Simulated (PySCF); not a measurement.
C4H3F3Ge.
Atom-mapped SMILES: `[CH:1]#[C:2][GeH2:3][C:4]([F:5])=[C:6]([F:7])[F:8]` (hydrogens: H9 on C1; H10, H11 on Ge3)

Level: CAM-B3LYP/def2-SVPD in PySCF, non-relativistic, on one gas-phase PBE0-D3(BJ)/def2-SVP geometry that isn't relaxed in the solvent. The solvent is an IEF-PCM continuum (cavity from Bondi-type radii × 1.2), and excitations are vertical TDDFT with non-equilibrium linear response and a frozen core. The model holds no explicit solvent molecules, cavitation or dispersion. Spin–orbit coupling is left out although an atom past zinc is present.

Gas-phase singlets (H = HOMO, L = LUMO):

| state | E (eV) | λ (nm) | f | leading configurations |
| --- | --- | --- | --- | --- |
| S1 | 6.048 | 205 | 0.000 | H-1→L 28%, H-1→L+2 24%, H-2→L+2 9% |
| S2 | 6.285 | 197 | 0.007 | H-1→L+2 26%, H-2→L 17%, H→L 15% |
| S3 | 6.319 | 196 | 0.002 | H-2→L+2 39%, H-1→L 16%, H-1→L+3 10% |
| S4 | 6.424 | 193 | 0.005 | H→L+1 25%, H→L 12%, H-2→L 11% |
| S5 | 6.896 | 180 | 0.168 | H→L 59%, H→L+1 10%, H→L+2 10% |

Q: How does the list change in chloroform (ε = 4.711)?

A: 
```tsv
state	E (eV)	λ (nm)	f	leading configurations	change by rank (eV)
S1	6.101	203	0.000	H-1→L 29%, H-1→L+2 23%, H-2→L+2 8%	+0.053
S2	6.315	196	0.011	H→L 21%, H-1→L+2 21%, H-2→L 12%	+0.030
S3	6.360	195	0.005	H-2→L+2 37%, H-1→L 14%, H-1→L+3 10%	+0.041
S4	6.431	193	0.007	H→L+1 21%, H-2→L 13%, H-2→L+3 9%	+0.007
S5	6.867	181	0.296	H→L 59%, H→L+1 25%	-0.029
```

Q: How do the frontier levels move from gas to chloroform?

A: 
| orbital | gas (eV) | solvent (eV) | change (eV) | Löwdin shares, gas | Löwdin shares, solvent |
| --- | --- | --- | --- | --- | --- |
| LUMO+2 | 0.87 | 0.99 | +0.12 | Ge3 25 %, C1 25 %, C2 23 %, H10 6 % | C1 25 %, Ge3 24 %, C2 23 %, H11 7 % |
| LUMO+1 | 0.79 | 0.90 | +0.11 | Ge3 28 %, C6 21 %, C4 18 %, F5 7 % | Ge3 25 %, C6 22 %, C4 19 %, F5 8 % |
| LUMO | 0.54 | 0.64 | +0.10 | Ge3 23 %, C1 15 %, C2 14 %, C6 13 % | Ge3 22 %, C1 14 %, C6 14 %, C2 14 % |
| HOMO | -9.03 | -8.98 | +0.05 | C4 32 %, C6 26 %, F5 15 %, F7 10 % | C4 32 %, C6 27 %, F5 14 %, F7 10 % |
| HOMO-1 | -9.78 | -9.72 | +0.06 | C2 41 %, C1 40 %, Ge3 8 % | C2 41 %, C1 40 %, Ge3 8 %, H10 4 % |
| HOMO-2 | -9.85 | -9.80 | +0.05 | C2 40 %, C1 39 %, Ge3 7 % | C2 40 %, C1 39 %, Ge3 7 %, C4 4 % |
| HOMO-3 | -11.72 | -11.65 | +0.07 | F5 25 %, Ge3 22 %, C4 22 %, H10 8 % | Ge3 24 %, F5 23 %, C4 21 %, H10 11 % |

The HOMO–LUMO gap goes from 9.57 to 9.62 eV.

The values belong to the conformer `[CH:1]#[C:2][GeH2:3][C:4]([F:5])=[C:6]([F:7])[F:8]`: C2–Ge3–C4–F5 -103°.
